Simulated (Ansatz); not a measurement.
H4OSSi2 at its PBE0-D4/def2-TZVP geometry, where that method's forces vanish. Charge 0, multiplicity 1. The bonds changed during the relaxation, so this is another structure than the one it started from.

```xyz
8

S     2.0274    0.5938    1.0737
Si    1.1063    0.5781   -0.8674
O    -0.5213    0.2463   -0.6879
Si   -1.7410   -0.4004    0.1345
H     2.1469   -0.7405    1.1821
H     1.1274    2.0301   -1.2268
H    -2.8079   -0.9071   -0.7669
H    -1.3378   -1.4002    1.1587
```

(1) What forces (eV/Å) does ωB97M-V/def2-TZVPP give on these atoms in Ansatz? (Best estimate.)

Answers

(1) Ansatz gave: 
```
S1  -0.043 -0.048  0.136
Si2  0.373  0.040 -0.278
O3  -0.507 -0.017  0.186
Si4  0.209 -0.258 -0.171
H5  -0.003  0.100 -0.031
H6  -0.038 -0.101  0.090
H7   0.093  0.125  0.158
H8  -0.086  0.159 -0.089
```
